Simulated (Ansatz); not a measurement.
Ideal-gas functions of `NC1=C[SiH2]1` at 298.15 K and 1 bar, from an Ansatz frequency run at PBE0-D4/def2-TZVP.

Molar mass 71.15 g/mol, point group C1 (symmetry number 1), electronic degeneracy 1, moments of inertia 31.167, 115.815, 140.909 u Å². Harmonic wavenumbers (cm⁻¹, unscaled): 287, 329, 332, 469, 592, 649, 666, 677, 772, 799, 984, 1027, 1102, 1288, 1634, 1695, 2206, 2210, 3222, 3600, 3728.

Use S(trans) = R[1.5 ln M + 2.5 ln T − 1.1517]; rotational temperatures θ = 24.2544 K / I; S(rot) = R[ln(√π/σ · √(T³/θAθBθC)) + 1.5]; for each mode x = 1.438777 ν̃/T, S = R[x/(eˣ − 1) − ln(1 − e⁻ˣ)] and H = RT x/(eˣ − 1); 1 cm⁻¹ = 0.0119627 kJ/mol; R = 8.31446 J/(mol·K).

Q: By hand: the entropy, in J/(mol·K).

A: Translation 162.0. Rotation: θ = 0.7782, 0.2094, 0.1721 K, giving 103.1. Vibration, mode by mode: 6.24, 5.29, 5.23, 3.10, 1.94, 1.56, 1.46, 1.40, 0.97, 0.87, 0.42, 0.35, 0.26, 0.12, 0.03, 0.02, 0.00, 0.00, 0.00, 0.00, 0.00, in all 29.3. Electronic 0.0. Sum 294.4 J/(mol·K).

Q: By hand: H − E and G − E in kJ/mol, counted from the electronic energy.

A: Zero-point energy ½ × 28268 × 0.0119627 = 169.1; thermal vibration 6.0; translation, rotation and pV give 4 RT = 9.9. H − E = 185.0 kJ/mol, and G − E = 185.0 − 298.15 × 294.4/1000 = 97.2 kJ/mol.

Vibration gives 10 % of the entropy. The sum counts one conformer and one mirror image; others add a mixing term.
